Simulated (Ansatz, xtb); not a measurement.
Molecule: sum formula InOH, charge 1, multiplicity 2. 
Structure (B3LYP-D3(BJ)/def2-TZVP (Ansatz, an electronic-structure program) minimum search):
```
O
H 1 0.9777
In 1 2.0642 2 115.49
```
Charge +1, spin multiplicity 2.

Harmonic wavenumbers from GFN2-xTB (xtb, at its own minimum), cm⁻¹: 261, 613, 3400.

Give the harmonic wavenumbers at B3LYP-D3(BJ)/def2-TZVP (Ansatz, finite differences of forces, unscaled).

354, 771, 3662 cm⁻¹. Zero-point energy 6.8 kcal/mol.

From these and the geometry, give the ideal-gas thermochemistry at 298.15 K and 1 atm (rigid rotor, harmonic oscillator).

Point group Cs, rotational symmetry number 1. Rotational constants 703.4, 7.789, 7.704 GHz. S(trans) 40.54, S(rot) 19.57, S(vib) 1.38, S(elec, spin only) 1.38, S 62.9 cal/(mol K). H(298) - H(0) 2.65 kcal/mol; G - E(el) -9.3 kcal/mol.
